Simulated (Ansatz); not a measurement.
`OC1([TeH])NB1Cl`. The species carries charge 0 and has multiplicity 1. Te: def2 effective core potential.

Cartesian coordinates in Å:
```
O 1.2522 -0.3650 0.8096
C 0.0710 0.0526 0.1948
Te -1.6964 -0.7070 1.1893
N 0.1472 0.0187 -1.2362
B 0.0263 1.2759 -0.7579
Cl -0.0446 2.9431 -1.1684
H 1.1601 -0.2230 1.7567
H -1.1683 -2.2806 1.1296
H 0.2525 -0.7148 -1.9175
```

Question: What are the harmonic wavenumbers in cm⁻¹ at PBE0-D4/def2-TZVP (Ansatz, finite differences of forces, unscaled)? (Estimate.)

Answer: The calculation gave: 69, 153, 172, 232, 264, 290, 368, 446, 489, 531, 599, 685, 914, 999, 1021, 1225, 1290, 1602, 2136, 3631, 3847.

Question: Is this a minimum?

Answer: Yes, all 21 modes are real.

Question: Give the ideal-gas thermochemistry at 298.15 K and 1 bar (rigid rotor, harmonic oscillator; point group C1, symmetry number 1).

Answer: Zero-point energy 125.4 kJ/mol; H(298) − E = 148.2 kJ/mol; entropy 378.5 J/(mol·K), of which translation 176.1, rotation 124.8, vibration 77.6; G(298) − E = 35.4 kJ/mol. Modes under 100 cm⁻¹ are hindered rotations or soft bends, so the harmonic entropy is rough.

Question: And at 400, 500, 600, 800 and 1000 K?

Answer: 
```
T (K)  H − E (kJ/mol)  S (J/mol/K)  G − E (kJ/mol)
  400           161.0        415.1            -5.1
  500           174.9        446.2           -48.2
  600           189.9        473.5           -94.2
  800           222.2        519.8          -193.7
 1000           256.5        558.1          -301.6
```
